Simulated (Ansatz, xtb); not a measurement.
Relative energy of two structures of AgB2GeH

Structure a is a singlet given by its coordinates and structure b is a singlet given by its coordinates. Both are isolated molecules in the gas phase, relaxed with PBE0-D3(BJ)/def2-SVP.

a (Å):

```yaml
atoms:
  - { symbol: Ag, position_ang: [-0.0670, -1.7471, 0.5477] }
  - { symbol: B, position_ang: [-1.1106, 0.1596, 0.2222] }
  - { symbol: B, position_ang: [0.2251, 0.6465, 0.8108] }
  - { symbol: Ge, position_ang: [-1.7799, 0.0661, 2.0339] }
  - { symbol: H, position_ang: [1.2482, 1.1302, 1.2047] }
```

Close contacts (Å): Ag1–B2 2.20, Ag1–B3 2.43, Ag1–Ge4 2.90, B2–B3 1.54, B2–Ge4 1.93, B3–H5 1.20.

b (Å):

```xyz
5

Ag    0.7510    1.1483    0.6476
B    -1.1633    0.0505    1.2433
B    -0.1155   -1.0011    0.8468
Ge   -1.7332    1.8660    1.5120
H     0.6840   -1.8383    0.5428
```

Close contacts (Å): Ag1–B2 2.29, Ag1–B3 2.33, Ag1–Ge4 2.73, B2–B3 1.54, B2–Ge4 1.92, B3–H5 1.20.

Energies in hartree; the thermal terms are from PBE0-D3(BJ)/def2-SVP harmonic frequencies (ideal gas, rigid rotor, one conformer each, 400 K, 1 atm) and include the zero-point energy:

|  | a | b |
| --- | --- | --- |
| E, CCSD(T)/def2-TZVP | −2272.291634 | −2272.284205 |
| zero-point energy | 0.015913 | 0.015445 |
| H(400 K) − E | 0.025235 | 0.025158 |
| G(400 K) − E | −0.028982 | −0.030195 |

Problem. Work out ΔE, ΔE₀, ΔH and ΔG for a → b in kcal/mol (1 Eh = 627.51 kcal/mol) and the equilibrium ratio [b]/[a].

Solution. 1. ΔE = −2272.284205 − (−2272.291634) = +0.007429 Eh = +4.66 kcal/mol.
2. ΔE₀ = ΔE + ΔZPE = +0.007429 + (−0.000468) Eh = +4.37 kcal/mol.
3. ΔH = ΔE + (−0.000077) Eh = +4.61 kcal/mol.
4. ΔG = ΔE + (−0.001213) Eh = +3.90 kcal/mol, so ΔS = (ΔH − ΔG)/T = +7.5 J/(mol K).
5. kT = 1.2667 mEh, so K = [b]/[a] = exp(−ΔG/kT) = exp(−4.91) ≈ 0.0074.

Structure a is favoured at this temperature. An error of 1 kcal/mol in ΔG would change K by a factor of 3.5. Mirror images and further conformers aren't counted.

Other levels gave ΔE = +5.2 (PBE0-D3(BJ)/def2-SVP); +8.9 (HF/def2-TZVP); +2.9 (MP2/def2-TZVP) kcal/mol. The correlated steps freeze 11 core orbitals; the filled d shell of Ge is correlated; the last core shell of Ag is correlated, in a basis made for valence electrons. Atoms past krypton carry core potentials in the def2 sets, without spin–orbit terms. Programs: Ansatz 0.2.0.
